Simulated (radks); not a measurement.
Species: Zr+. Configuration: [Kr] 4d2 5s1.

All-electron calculation, scalar-relativistic Kohn-Sham, r2SCAN, spin-polarised, spherical densities, finite nucleus; open shells are filled with parallel spins first (spin-orbit coupling, left out, can overturn this in heavy ions); meta-GGA in the generalised Kohn-Sham scheme; Fermi nuclear charge, rms radius 4.2694 fm. Program: a radial shooting solver on a logarithmic mesh with Libxc functionals.

Energy parts (hartree):
| part | energy |
|---|---|
| total | -3598.83538 |
| kinetic | 3700.47887 |
| electron-nucleus | -8655.63282 |
| Hartree | 1470.54982 |
| exchange-correlation | -114.23125 |

Orbitals (lengths in bohr, moments of r in powers of bohr; r(90%) holds 90 % of the orbital's charge):
orbital  occ.  eigenvalue (hartree)  r(90%)
1s up       1             -656.8078  0.0664
1s down     1             -656.8078  0.0664
2s up       1             -91.64108   0.251
2s down     1             -91.63254   0.251
2p up       3             -81.65765   0.231
2p down     3             -81.65153   0.231
3s up       1             -15.41217   0.676
3s down     1             -15.40819   0.676
3p up       3             -12.12612   0.698
3p down     3             -12.12128   0.698
3d up       5              -6.75243   0.727
3d down     5              -6.74427   0.727
4s up       1              -2.32552    1.78
4s down     1              -2.27748    1.77
4p up       3              -1.49513    2.05
4p down     3              -1.43673    2.02
5s up       1              -0.39518    4.87
4d up       2              -0.39119    3.44
4d down     0              -0.28920    3.37
5p up       0              -0.24039    5.89

The highest occupied level is 4d up at -10.645 eV. The spin density at the nucleus is 10.29 e/bohr^3 (1s 0.14, 2s -0.36, 3s 0.36, 4s -1.58, 5s 11.74). The electron density at the nucleus is 7.605e+04 e/bohr^3 (large components only). For comparison, the ionisation energy in NIST's Atomic Spectra Database is 13.130 eV (measured). In exact Kohn-Sham theory the highest level is minus the ionisation energy, but local and semilocal functionals leave it too shallow, through self-interaction and a potential that decays too fast; potentials with the right tail come closer. The density falls to 0.001 e/bohr^3 at r = 4.46 bohr.

Run on one thread of a shared host, so times are rough (Arm Neoverse V2): 0.19 s of CPU time, 0.19 s wall, 12 iterations on 2360 mesh points.
